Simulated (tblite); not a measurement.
Compound: C2H8O2Si3.
Geometry (GFN2-xTB, Å), atoms numbered from 1 in this order:
```xyz
15
C2H8O2Si3 angstrom
O      2.937    1.115    2.162
C      2.359    1.062    1.104
Si     1.197   -0.368    0.602
O      0.975   -0.195   -1.017
Si    -0.418   -0.154   -1.873
C     -1.792   -0.279   -0.550
Si    -1.035   -0.231    1.216
H      2.482    1.900    0.381
H      1.944   -1.619    0.752
H     -0.411    1.128   -2.569
H     -0.374   -1.313   -2.760
H     -2.350   -1.205   -0.686
H     -2.519    0.520   -0.684
H     -1.455    1.007    1.892
H     -1.544   -1.360    2.007
```

All values are computed: GFN2-xTB (tblite) harmonic vibrations without scaling, gas phase. The method is semi-empirical: single wavenumbers can be off by several per cent or more. Modes of hydrogen on silicon can be 10 to 20 % off. One conformer, not necessarily the lowest.

Harmonic wavenumbers (cm⁻¹): 28.8, 56.6, 66.4, 101.0, 173.8, 246.9, 321.9, 357.0, 398.5, 441.0, 470.9, 519.5, 526.3, 588.4, 601.5, 614.9, 626.6, 673.6, 686.9, 709.1, 761.0, 764.3, 767.1, 789.5, 796.0, 952.2, 990.4, 1114.0, 1350.5, 1463.5, 1732.6, 2178.4, 2195.1, 2220.9, 2281.9, 2298.5, 2670.7, 2986.2, 3000.3.

A = 2434, B = 1022, C = 787.4 MHz; mass 147.983 u (most abundant isotopes); point group C1, symmetry number 1.

What is the zero-point energy?

½Σν̃ = 19761 cm⁻¹ = 236.40 kJ/mol.

Entropy at 500 K, 1 bar (ideal gas, RRHO, classical rotation)?

Translation 181.92, rotation 129.82, vibration 222.56: S = 534.3 J/(mol K).

And Cp and H(500 K) − H(0)?

Cp = 227.95 J/(mol K), of which vibrations give 194.69 (their classical limit is 39 R = 324.3); H(500 K) − H(0) = 71.29 kJ/mol without the zero-point energy, 54.66 from vibrations.

How do the functions run with temperature in this model?

```
 T (K)  S (J/(mol K))  Cp (J/(mol K))  H − H(0) (kJ/mol)  G − H(0) (kJ/mol)  ln q(vib)
   150          339.9           100.7              10.24             -40.74       3.99
   250          403.0           149.8              22.80             -77.94       6.78
298.15          431.2           170.1              30.52             -98.03       8.12
   400          486.1           203.7              49.65            -144.79      10.94
   600          577.6           246.9              95.07            -251.49      16.19
   900          685.7           285.7             175.47            -441.69      23.18
```

q(vib) and H(0) count from the zero-point level.

Blend soft modes into free rotors: weight 1/[1 + (100 cm⁻¹/ν̃)⁴] for the oscillator and the rest for a rotor with moment μB/(μ + B), μ = h/(8π²ν), B = 10⁻⁴⁴ kg m². What vibrational entropy results?

198.82 J/(mol K) in place of 222.56, which changes −T·S at 500 K by +11.87 kJ/mol.

What must be added to the electronic energy to get the Gibbs energy at 500 K and 1 bar?

ZPE + [H(500 K) − H(0)] − T·S = 236.40 + 71.29 − 267.15 = 40.54 kJ/mol.

Which modes carry the vibrational entropy at 500 K?

28.8 cm⁻¹: 29.02; 56.6 cm⁻¹: 23.41; 66.4 cm⁻¹: 22.09; 101.0 cm⁻¹: 18.62; 173.8 cm⁻¹: 14.16; 246.9 cm⁻¹: 11.33 J/(mol K); the other 33 give 103.92 together.

Hindered rotation and anharmonicity are outside this model. Other conformers, if any are populated, would add a mixing term that is left out. The structure is chiral; the term R ln 2 for an equal mix with its mirror image is left out.
